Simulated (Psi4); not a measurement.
CH₄BeOS (SMILES C[S][Be][OH]), singlet, at a GFN2-xTB geometry (such geometries of metal compounds can be far from the true shape), atoms displaced at random by about 0.03 Å a coordinate; TPSS/6-31G, gradient (Psi4).

Psi4 was given this input:
```
memory 2 GB

molecule mol {
0 1
Be   -0.713230    0.547324    0.691818
O    -1.744945    1.310981    1.146088
H    -2.477375    1.841304    1.439885
S     0.794639   -0.508410    0.138761
C     0.720507   -0.619139   -1.661098
H    -0.300759   -0.899154   -2.075120
H     1.503293   -1.233874   -2.056962
H     0.874984    0.465581   -2.060442
symmetry c1
no_reorient
no_com
}

set {
  basis 6-31g
  reference rks
}

gradient('tpss')
print_variables()
```

The log (banner, timings and long lists left out):

```
gradient() will perform analytic gradient computation.

   => Loading Basis Set <=

    Name: 6-31G
    Role: ORBITAL
    Keyword: BASIS

         ---------------------------------------------------------
                                   SCF
               by Justin Turney, Rob Parrish, Andy Simmonett
                          and Daniel G. A. Smith
                              RKS Reference
         ---------------------------------------------------------

  ==> Geometry <==

    Molecular point group: c1
    Full point group: C1

    Geometry (in Angstrom), charge = 0, multiplicity = 1:

       Center              X                  Y                   Z               Mass
    ------------   -----------------  -----------------  -----------------  -----------------
         BE          -0.713230000000     0.547324000000     0.691818000000     9.012183065000
         O           -1.744945000000     1.310981000000     1.146088000000    15.994914619570
         H           -2.477375000000     1.841304000000     1.439885000000     1.007825032230
         S            0.794639000000    -0.508410000000     0.138761000000    31.972071174400
         C            0.720507000000    -0.619139000000    -1.661098000000    12.000000000000
         H           -0.300759000000    -0.899154000000    -2.075120000000     1.007825032230
         H            1.503293000000    -1.233874000000    -2.056962000000     1.007825032230
         H            0.874984000000     0.465581000000    -2.060442000000     1.007825032230

  Running in c1 symmetry.

  Rotational constants: A =      0.56089  B =      0.09177  C =      0.08011 [cm^-1]
  Rotational constants: A =  16815.20704  B =   2751.22778  C =   2401.60351 [MHz]
  Nuclear repulsion =  121.875603346333904

  Charge       = 0
  Multiplicity = 1
  Electrons    = 38
  Nalpha       = 19
  Nbeta        = 19

  ==> Algorithm <==

  SCF Algorithm Type is DF.
  DIIS enabled.
  MOM disabled.
  Fractional occupation disabled.
  Guess Type is SAD.
  Energy threshold   = 1.00e-08
  Density threshold  = 1.00e-08
  Integral threshold = 1.00e-12

  ==> Primary Basis <==

  Basis Set: 6-31G
    Blend: 6-31G
    Number of shells: 30
    Number of basis functions: 48
    Number of Cartesian functions: 48
    Spherical Harmonics?: false
    Max angular momentum: 1

  ==> DFT Potential <==

   => LibXC <=

    Version 7.1.2
[...]
  @DF-RKS Final Energy:  -528.73421990717543
    Total Energy =                       -528.7342199071754294
[...]

  Basis Set: (6-31G AUX)
    Blend: CC-PVDZ-JKFIT + DEF2-UNIVERSAL-JKFIT
    Number of shells: 137
    Number of basis functions: 452
    Number of Cartesian functions: 452
    Spherical Harmonics?: false
    Max angular momentum: 3

  ==> DFT Potential <==

   => LibXC <=

    Version 7.1.2
    S. Lehtola, C. Steigemann, M. J. T. Oliveira, and M. A. L. Marques,  SoftwareX 7, 1–5 (2018) (10.1016/j.softx.2017.11.002)

   => Composite Functional: TPSS <=

    TPSS Meta-GGA XC Functional

    J. Tao, et al., Phys. Rev. Lett., 91, 146401, 2003

    Deriv               =              1
    GGA                 =           TRUE
    Meta                =           TRUE

    Exchange Hybrid     =          FALSE
    MP2 Hybrid          =          FALSE

   => Exchange Functionals <=

    1.0000   XC_MGGA_X_TPSS

   => Correlation Functionals <=

    1.0000   XC_MGGA_C_TPSS

   => LibXC Density Thresholds  <==

    XC_MGGA_C_TPSS:  1.00E-15
    XC_MGGA_X_TPSS:  1.00E-15

   => Molecular Quadrature <=

    Radial Scheme          =       TREUTLER
    Pruning Scheme         =           NONE
    Nuclear Scheme         =       TREUTLER

    Blocking Scheme        =         OCTREE
    BS radius alpha        =              1
    Pruning alpha          =              1
    Radial Points          =             75
    Spherical Points       =            302
    Total Points           =         172509
    Total Blocks           =           1320
    Max Points             =            256
    Max Functions          =             47
    Weights Tolerance      =       1.00E-15

  -Total Gradient:
     Atom            X                  Y                   Z
    ------   -----------------  -----------------  -----------------
       1       -0.020753282960     0.014948560325     0.009770299492
       2        0.019336225493    -0.013807695629    -0.008024902515
       3        0.003940419638    -0.002887680777    -0.002068604890
       4       -0.005442157978     0.008030627139    -0.039054641700
       5        0.034043230329    -0.055121859536     0.053692726815
       6       -0.022921385522     0.003419304522    -0.010532832930
       7       -0.008036804756     0.011408565669     0.001870116981
       8       -0.000300433336     0.034123349530    -0.005686675168

  Variable Map:
  ----------------------------------------------------------------------------
[...]
  Array Variable Map:
  ----------------------------------------------------------------------------
[...]
[...]
```
